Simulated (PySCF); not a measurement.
Molecule: sum formula HSO3 (charge -1, singlet). It need not be the lowest isomer of its formula. Whether it binds its extra electron was not tested at this geometry. 
Geometry from a B3LYP-D3(BJ)/def2-TZVP (Ansatz) optimisation:
```
S
O 1 1.4816
O 1 1.4917 2 111.71
O 1 1.7626 2 103.15 3 -106.10
H 4 0.9698 1 100.97 2 86.50
```
Charge -1, spin multiplicity 1.

Dispersion corrections to the total energy (kcal/mol) from the dftd3 and dftd4 libraries through PySCF: D3(BJ) without and D4 with the three-body term, each with the damping fitted for the functional named.

| functional | D3(BJ) | D4 |
|---|---|---|
| CAM-B3LYP | -1.40 | -1.98 |
| TPSS | ___ | -3.31 |
| BHLYP | -2.66 | -2.78 |
| B3LYP | -3.39 | -3.96 |
| TPSSh | ___ | -2.97 |
| PBE0 | -1.59 | -1.99 |
| HF | -18.72 | ___ |

Complete the blanks.


- TPSS, D3(BJ): -2.37
- TPSSh, D3(BJ): -2.14
- HF, D4: -9.89
